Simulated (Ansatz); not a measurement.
Born–Oppenheimer molecular dynamics of F2H4O4W (11 atoms, charge 0, multiplicity 1). It starts from a relaxed structure.

Computed with RHF/def2-SVP in Ansatz.

| Item | Value |
| --- | --- |
| ensemble | NVT, Nosé–Hoover chain |
| time step | 0.25 fs |
| steps asked | 150 |
| set temperature | 2000 K |
| thermostat | time constant 100 fs, chain length 5 |
| seed | 594873 |

First frame:

```xyz
11
Properties=species:S:1:pos:R:3
W -0.078 0.182 -0.146
F 0.087 0.447 1.720
O 1.776 -0.064 -0.175
H 2.288 -0.752 0.226
O -0.082 2.034 -0.221
H -0.037 2.662 0.486
O -1.906 -0.040 0.044
H -2.415 -0.775 0.355
F -0.070 -1.679 0.252
O -0.135 0.033 -1.982
H 0.465 0.033 -2.712
```

**Question.** What does the run give?

**Answer.** All steps were run.

* steps done: 150
* time covered: 37.5 fs
* mean temperature over the second half: 1244 K
* spread of the potential energy over the second half: 12.3 meV per atom
* mean potential energy of the second half above the start: 83.8 meV per atom

The conserved energy stayed within 0.11 meV per atom of its start (net change 0.052 meV per atom), so the integration is sound. The mean temperature of the second half is 38 % below the set value. A run of 0.037 ps of so small a system gives no equilibrium averages.

**Question.** What happens to the structure?

**Answer.** No bond is clearly made or broken; grazing contacts change: W1–H4 2.57 → 2.41 Å. Pairs count as bonded within 1.25 times the sum of covalent radii (0.12 Å more for H–H). Another seed would give other details.

**Question.** How do temperature and energy run in time?

**Answer.** 
| time (fs) | T (K) | potential energy less start (eV) | conserved less start (meV/atom) |
| --- | --- | --- | --- |
| 0 | 2000 | 0.000 | 0.00 |
| 1.75 | 1888 | 0.131 | 0.06 |
| 3.5 | 1696 | 0.354 | 0.01 |
| 5.25 | 1320 | 0.792 | 0.06 |
| 7 | 1029 | 1.131 | 0.05 |
| 8.75 | 759 | 1.446 | 0.05 |
| 10.5 | 596 | 1.637 | 0.09 |
| 12.25 | 671 | 1.550 | 0.04 |
| 14 | 760 | 1.449 | 0.08 |
| 15.75 | 1025 | 1.142 | 0.03 |
| 17.5 | 1212 | 0.927 | 0.05 |
| 19.25 | 1368 | 0.751 | 0.03 |
| 21 | 1379 | 0.743 | 0.03 |
| 22.75 | 1320 | 0.817 | 0.07 |
| 24.5 | 1370 | 0.763 | 0.02 |
| 26.25 | 1294 | 0.857 | 0.08 |
| 28 | 1260 | 0.902 | 0.02 |
| 29.75 | 1122 | 1.069 | 0.07 |
| 31.5 | 1120 | 1.077 | 0.05 |
| 33.25 | 1176 | 1.018 | 0.04 |
| 35 | 1156 | 1.048 | 0.07 |
| 36.75 | 1142 | 1.072 | 0.03 |

Time of the run: 3.2 min on 2 threads of AMD EPYC 9R45 96-Core Processor (Zen 5), on a shared host, peak memory 0.39 GiB.
